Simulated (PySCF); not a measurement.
All values below come from CAM-B3LYP-D3(BJ)/def2-TZVP // CAM-B3LYP-D3(BJ)/def2-SVP run with PySCF. All species are isolated molecules in the gas phase. Excitations are Tamm–Dancoff values on a coarser integration grid. The basis has no diffuse functions, so Rydberg states are missing or too high.

Reference species (SMILES): `[BH2-]1[OH+][BH2-][OH+]1` (neutral, multiplicity 1).

The HOMO–LUMO gap is 10.51 eV and the S1 oscillator strength comes out as 0.000. The S1 excitation (TDA) is 7.01 eV.

Changed species: `[NH2+]1[GaH2-][NH2+][GaH2-]1`.

Q: Predict the effect on the HOMO–LUMO gap, S1 oscillator strength and S1 excitation (TDA).

A: the HOMO–LUMO gap decreases by 0.63 eV, to 9.88 eV; the S1 oscillator strength stays essentially unchanged; the S1 excitation (TDA) falls by 0.35 eV, to 6.66 eV.
